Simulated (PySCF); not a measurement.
# Computed properties of CHAlClNO, SMILES O=C=[N][AlH][Cl]

Al(Cl)(H)(NCO) (CHAlClNO), SMILES O=C=[N][AlH][Cl]. Coordinates come from a PBE0-D3(BJ)/def2-SVP optimisation. One conformer was computed; it need not be the lowest. All values are computed for the isolated molecule unless a solvent is named; none is compared with measurement here.

**Structure.** The optimised structure has Cs symmetry. All 12 harmonic modes at PBE0-D3(BJ)/def2-SVP (PySCF) are real, so it is a minimum. With heavy atoms numbered as in [AlH:1]([Cl:2])[N:4]=[C:5]=[O:6], the shortest bond between them is C5–O6 at 1.166 Å and the longest Al1–Cl2 at 2.093 Å.

**Vibrations.** The strongest infrared lines (harmonic, unscaled, degenerate partners summed) lie at 2460 cm⁻¹ (1540 km/mol, C 70 %, N 17 %, O 13 %), 695 cm⁻¹ (386 km/mol, H 63 %, Al 30 %), 477 cm⁻¹ (151 km/mol, H 77 %, Al 19 %). The softest mode is at 61 cm⁻¹ and the zero-point energy is 14.3 kcal/mol.

**Electronic structure.** r2SCAN/def2-TZVP (PySCF) places the frontier levels at -7.79 and -2.01 eV, a gap of 5.78 eV, and gives a dipole moment of 1.54 D and a mean polarisability of 55.4 bohr³.

**Excitations.** TDA-CAM-B3LYP/def2-SVPD (PySCF) has S1 at 6.07 eV (204 nm, f = 0.002, weak); the most intense of the 10 singlets computed lies at 8.16 eV (f = 0.11). T1 (TDA) is at 5.87 eV, 0.20 eV under S1. No vertical singlet excitation falls in the visible range (under 3.1 eV).

**NMR.** GIAO shifts at PBE0/pcSseg-1 (PySCF) (non-relativistic, atoms alike by connectivity averaged): ¹³C at 129.6 ppm against TMS; ¹H at 4.6 ppm against TMS. Without spin–orbit terms, shifts of atoms bonded to Cl or Br come out too high.
